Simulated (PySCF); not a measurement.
How methods differ on the fine-structure interval of Cs²⁴⁺

Cs²⁴⁺ [Ar] 3d10 4s2 4p1 [4p1/2^1, M_J = 1/2] → Cs²⁴⁺ [Ar] 3d10 4s2 4p1 [4p3/2^1, M_J = 3/2], as a difference of total energies. Calculation: PySCF 2.14, in an uncontracted even-tempered set (17 s from 1.8 bohr⁻², ratio 2.8; 13 p from 2.3 bohr⁻², ratio 2.8; 8 d from 4.2 bohr⁻², ratio 2.8; 4 f from 11 bohr⁻², ratio 3); the two-component X2C-1e Hamiltonian. Correlated levels: [Ne] frozen; the 74 highest virtual spinors dropped. "Screened" scales the spin-orbit matrix elements by Boettger's factors to mimic the two-electron term; Breit and QED terms are absent.

```csv
method,fine-structure interval (cm⁻¹)
GHF (screened spin-orbit),161840
GMP2 (screened spin-orbit),160240
GHF (bare spin-orbit),168230
```
